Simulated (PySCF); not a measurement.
NICS in rings of unrelated molecules.

Probes without a nucleus sit at each ring's centroid and 1 Å off its mean plane on both sides; NICS is minus the shielding there, NICSzz its component along the normal. Level: GIAO PBE0/pcSseg-1 (PySCF, non-relativistic, gas phase) on the GFN2-xTB geometries, one conformer each. Atom numbers follow the mapped SMILES.

Question: Order these rings by mean NICS(1)zz, lowest (most negative) first (ppm).
A. ring C5–C6–C7–C8–C9 in `[Cl:1][CH:2]([Cl:3])[CH:4]=[C:5]1[CH:6]=[CH:7][CH:8]=[CH:9]1`
B. ring Si2–O3–C4–C5 in `[CH3:1][Si@@H:2]1[O:3][CH2:4][C@@H:5]1[C:6]#[N:7]`
C. ring C3–C4–N5–O6–C7 in `[CH3:1][SiH2:2][c:3]1[cH:4][n:5][o:6][cH:7]1`
D. ring C8–C9–Si10–C11 in `[F:1][C:2]([F:3])([F:4])[C:5]([F:6])([F:7])[CH:8]1[CH2:9][SiH2:10][CH2:11]1`
E. ring C6–N7–C8–C9–O10 in `[CH3:1][NH:2][SiH2:3][CH2:4][CH2:5][c:6]1[n:7][cH:8][cH:9][o:10]1`
F. ring C2–C3–C4–C5–C7–C8 in `[CH3:1][c:2]1[cH:3][cH:4][c:5]([F:6])[cH:7][c:8]1[Cl:9]`
G. ring C2–C3–C4–C5 in `[O:1]=[C:2]1[CH2:3][CH:4]=[C:5]1[CH2:6][Cl:7]`

Answer: C (-29.2), E (-27.4), F (-26.3), A (-1.9), G (1.2), B (3.3), D (5.9).

| SMILES | ring | NICS(0) | NICS(1) | NICS(1)zz | HOMA | rms pucker (Å) | ring atoms with four or more neighbours |
| --- | --- | --- | --- | --- | --- | --- | --- |
| C[SiH2]c1cnoc1 | 5-membered ring with N and O; formal bonds all aromatic | -11.9 | -11.6 | -29.2 | 0.62 | 0.00 | 0 |
| CN[SiH2]CCc1ncco1 | 5-membered ring with N and O; formal bonds all aromatic | -11.6 | -10.5 | -27.4 | 0.45 | 0.00 | 0 |
| Cc1ccc(F)cc1Cl | 6-membered carbocycle; formal bonds all aromatic | -10.7 | -11.2 | -26.3 | 0.99 | 0.00 | 0 |
| ClC(Cl)C=C1C=CC=C1 | 5-membered carbocycle; formal bonds 2 double, 3 single | 1.3 | -3.1 | -1.9 | -0.06 | 0.00 | 0 |
| O=C1CC=C1CCl | 4-membered carbocycle; formal bonds 1 double, 3 single | 5.1 | -2.4 | 1.2 | – | 0.00 | 1 |
| C[Si@@H]1OC[C@@H]1C#N | 4-membered ring with O and Si; formal bonds all single | -1.2 | 0.1 | 3.3 | – | 0.01 | 3 |
| FC(F)(F)C(F)(F)C1C[SiH2]C1 | 4-membered ring with Si; formal bonds all single | 0.4 | -0.7 | 5.9 | – | 0.09 | 4 |

NICS(0) gives another order. The isotropic NICS(1) gives another order. Over the 4 rings with a HOMA value its correlation coefficient with NICS(1)zz is -0.82. HOMA uses Krygowski's 1993 parameters; it is left out where a ring has a four-coordinate atom, a triple bond, no multiple bond or a kind of bond without parameters. NICS(1) and NICS(1)zz are means over the two faces.
